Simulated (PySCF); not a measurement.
Compound: FH₈N₃Si₃.
Atom-mapped SMILES: `[F:1][SiH:2]1[NH:3][SiH2:4][NH:5][SiH2:6][NH:7]1` (hydrogens: H8 on Si2; H9 on N3; H10, H11 on Si4; H12 on N5; H13, H14 on Si6; H15 on N7)

The same species was optimised twice, with GFN2-xTB and with PBE0-D3(BJ)/def2-SVP (PySCF), and the same property calculations (PySCF, gas phase) were run on both structures.

```
    coordinate  GFN2-xTB  PBE0-D3(BJ)/def2-SVP  change
    F1–Si2 (Å)     1.616                 1.629  +0.013
    Si6–N7 (Å)     1.727                 1.740  +0.013
    N3–Si4 (Å)     1.727                 1.740  +0.013
    N5–Si6 (Å)     1.727                 1.735  +0.008
    Si4–N5 (Å)     1.727                 1.735  +0.008
    Si2–N3 (Å)     1.715                 1.721  +0.006
    Si2–N7 (Å)     1.714                 1.721  +0.007
Si2–N3–Si4 (°)     126.8                 129.9    +3.1
Si2–N7–Si6 (°)     126.9                 129.8    +2.9
 N3–Si2–N7 (°)     107.9                 109.6    +1.7
 F1–Si2–N7 (°)     107.6                 108.5    +0.9
 F1–Si2–N3 (°)     107.5                 108.3    +0.8
Si4–N5–Si6 (°)     129.0                 129.7    +0.7
 N3–Si4–N5 (°)     106.1                 106.4    +0.3
 N5–Si6–N7 (°)     106.2                 106.4    +0.2
```

Rotational constants: A = 2108, B = 1321, C = 866.1 MHz (GFN2-xTB) against A = 2040, B = 1305, C = 856.5 MHz (PBE0-D3(BJ)/def2-SVP).

On the GFN2-xTB structure: lowest singlet, TDDFT (eV) 6.47 [CAM-B3LYP/def2-SVPD]; isotropic polarisability (au) 89.3 [CAM-B3LYP/def2-SVPD]; HOMO (eV) -8.88 [CAM-B3LYP/def2-SVPD]; LUMO (eV) 0.90 [CAM-B3LYP/def2-SVPD]; dipole (D) 1.77 [CAM-B3LYP/def2-SVPD]; HOMO (eV) -7.49 [PBE0/pcSseg-1]; LUMO (eV) 0.47 [PBE0/pcSseg-1]; dipole (D) 1.73 [PBE0/pcSseg-1]; GIAO shielding of F1 (ppm) 320.7 [PBE0/pcSseg-1]; GIAO shielding of Si2 (ppm) 382.4 [PBE0/pcSseg-1]; GIAO shielding of N3/N7 (mean) (ppm) 232.3 [PBE0/pcSseg-1]; GIAO shielding of Si4/Si6 (mean) (ppm) 383.1 [PBE0/pcSseg-1]; GIAO shielding of N5 (ppm) 253.4 [PBE0/pcSseg-1].

Task: What do these properties become on the PBE0-D3(BJ)/def2-SVP structure?

Result: 
| property | level | on GFN2-xTB | on PBE0-D3(BJ)/def2-SVP | change |
| --- | --- | --- | --- | --- |
| lowest singlet, TDDFT (eV) | CAM-B3LYP/def2-SVPD | 6.47 | 6.55 | +0.08 |
| isotropic polarisability (au) | CAM-B3LYP/def2-SVPD | 89.3 | 91.9 | +2.6 |
| HOMO (eV) | CAM-B3LYP/def2-SVPD | -8.88 | -8.96 | -0.08 |
| LUMO (eV) | CAM-B3LYP/def2-SVPD | 0.90 | 0.86 | -0.04 |
| dipole (D) | CAM-B3LYP/def2-SVPD | 1.77 | 1.66 | -0.11 |
| energy, GFN2-xTB geometry as zero (kcal/mol) | CAM-B3LYP/def2-SVPD | 0.0 | -2.7 | -2.7 |
| HOMO (eV) | PBE0/pcSseg-1 | -7.49 | -7.58 | -0.09 |
| LUMO (eV) | PBE0/pcSseg-1 | 0.47 | 0.46 | -0.01 |
| dipole (D) | PBE0/pcSseg-1 | 1.73 | 1.59 | -0.14 |
| energy, GFN2-xTB geometry as zero (kcal/mol) | PBE0/pcSseg-1 | 0.0 | -2.8 | -2.8 |
| GIAO shielding of F1 (ppm) | PBE0/pcSseg-1 | 320.7 | 303.5 | -17.2 |
| GIAO shielding of Si2 (ppm) | PBE0/pcSseg-1 | 382.4 | 384.6 | +2.2 |
| GIAO shielding of N3/N7 (mean) (ppm) | PBE0/pcSseg-1 | 232.3 | 227.0 | -5.3 |
| GIAO shielding of Si4/Si6 (mean) (ppm) | PBE0/pcSseg-1 | 383.1 | 385.3 | +2.2 |
| GIAO shielding of N5 (ppm) | PBE0/pcSseg-1 | 253.4 | 249.4 | -4.0 |

The heavy atoms differ by 0.127 Å rms after alignment. Among bonds between heavy atoms F1–Si2, N3–Si4 and Si6–N7 change most and about equally (+0.013 Å). Changes are differences of the printed values. Neither structure is proved a minimum here.
